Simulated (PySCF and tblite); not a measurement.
The numbers below are computed, except where a source is named.
C₇H₇FO, numbered as in [CH2:1]=[C:2]([F:3])[CH2:4][C:5]#[C:6][C:7]([CH3:8])=[O:9]. Free energies: PBE0-D3(BJ)/def2-SVP (IEF-PCM, acetonitrile) on GFN2-xTB structures plus GFN2-xTB thermal terms, symmetry and mirror images included. Conformers within 3 kcal/mol (GFN2-xTB free energy) were kept, 6 at most. GIAO shieldings: WP04/pcSseg-1 (IEF-PCM, acetonitrile). Shifts are against TMS (¹H), TMS (¹³C) at the same level; of two unlike H on one atom, a is the less shielded. Codes: tblite and PySCF.

Torsions listed: F3–C2–C4–C5. Of a mirror pair one member is shown.

| conformer | shape | point group | mirror pair | ΔE(DFT) | Δ(G−E) at 298.15 K | δ H1a (ppm) |
| --- | --- | --- | --- | --- | --- | --- |
| 1 | 180° | Cs | no | 0.00 | 0.00 | 5.24 |
| 2 | -73° | C1 | yes | 1.16 | -0.06 | 4.89 |

Energies in kcal/mol; the thermal term leaves out symmetry numbers and mirror images.

Q: Work out the weights at 298.15 K and the ¹H shift of H1a under fast exchange.

A: RT = 0.592 kcal/mol. Each conformer gets RT ln(σ/g), with σ the rotational symmetry number and g = 2 for a mirror pair: 1: σ = 1, g = 1, G = 0.00 + 0.00 + 0.00 = 0.00, 0.00 above the lowest, exp(−ΔG/RT) = 1.000; 2: σ = 1, g = 2, G = 1.16 − 0.06 − 0.41 = 0.69, 0.69 above the lowest, exp(−ΔG/RT) = 0.311. The sum is 1.311, so the weights are 76.3, 23.7 %. The averaged shift is 5.16 ppm. At 298.15 K the leading conformer alone gives 5.24 ppm and bare DFT energies give 5.20 ppm.


Conformer gaps in def2-SVP on xTB geometries can be 2 kcal/mol too large for S=O, P=O and other polar bonds.